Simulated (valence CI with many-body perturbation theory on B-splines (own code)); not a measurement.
## Which ion has this spectrum?

A relativistic CI+MBPT calculation for an atom or ion with 6 electrons gives these levels (Ry):

| J | Parity | E | g |
| --- | --- | --- | --- |
| 0 | even | 0.00 |  |
| 1 | even | 61.20 | 1.48 |
| 2 | even | 62.50 | 1.15 |
| 2 | odd | 79.69 | 1.51 |
| 1 | odd | 85.30 | 1.11 |
| 2 | even | 125.05 | 1.30 |
| 0 | even | 128.98 |  |
| 2 | odd | 139.09 | 1.55 |
| 3 | odd | 142.14 | 1.30 |
| 0 | odd | 145.92 |  |
| 1 | odd | 147.36 | 1.30 |
| 2 | odd | 148.09 | 1.05 |
| 1 | odd | 148.36 | 1.31 |
| 2 | even | 167.71 | 1.31 |

The energies are calculated, and their last digits are not significant.

(1) Which is it?
A. Gd58+
B. Tm63+
C. Er62+
D. Dy60+

Answers

(1) D. Dy60+, ground level (2s^2 2p1/2^2) J=0.
